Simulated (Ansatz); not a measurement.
Born–Oppenheimer molecular dynamics of C₃H₈FNOSi (15 atoms, charge 0, multiplicity 1). It starts from a relaxed structure.

Computed with Ansatz 0.2.0, RHF/STO-3G.

```yaml
ensemble: NVE (velocity Verlet)
time_step: 0.25 fs
steps_asked: 500
starting_velocities_drawn_for: 100 K
seed: 781604
```

First frame:

```xyz
15
Properties=species:S:1:pos:R:3
C 0.566 -2.527 0.038
C -0.162 -1.295 -0.560
F 0.129 -1.164 -1.902
O 0.319 -0.140 0.144
C -0.413 1.029 -0.091
N -1.439 0.980 -0.854
Si 0.341 2.481 0.846
H 0.255 -3.425 -0.485
H 1.640 -2.411 -0.063
H 0.317 -2.624 1.090
H -1.256 -1.397 -0.436
H -1.870 1.928 -0.910
H -0.480 3.619 0.614
H 0.374 2.177 2.235
H 1.657 2.719 0.362
```

Q: How far do the bonds stretch over the last three quarters of this one trajectory? (Pairs bonded in most of those frames.)

A: 
```
   bond  mean (Å)  spread (Å)  shortest  longest
  C1–C2     1.553       0.014      1.53     1.58
  C1–H8     1.086       0.007      1.07     1.10
  C1–H9     1.085       0.006      1.07     1.10
 C1–H10     1.085       0.002      1.08     1.09
  C2–F3     1.381       0.008      1.36     1.40
  C2–O4     1.439       0.015      1.41     1.46
 C2–H11     1.105       0.006      1.10     1.12
  O4–C5     1.398       0.011      1.38     1.43
  C5–N6     1.279       0.006      1.27     1.29
 C5–Si7     1.888       0.008      1.87     1.90
 N6–H12     1.043       0.003      1.04     1.05
Si7–H13     1.424       0.022      1.39     1.46
Si7–H14     1.422       0.015      1.40     1.44
Si7–H15     1.422       0.010      1.41     1.44
```

Mean temperature of the second half: 47 K. The conserved energy stayed within 0.015 meV per atom of its start (net change 0.0036 meV per atom), so the integration is sound. Over the second half the temperature averaged 0.47 of the 100 K drawn at the start: a run that starts near a minimum puts about half its kinetic energy into the potential. A run of 0.12 ps of so small a system gives no equilibrium averages. Limits of this set-up: minimal basis.

Run time: 10 min on 1 thread of Arm Neoverse V2, on a shared host, peak memory 0.1 GiB.
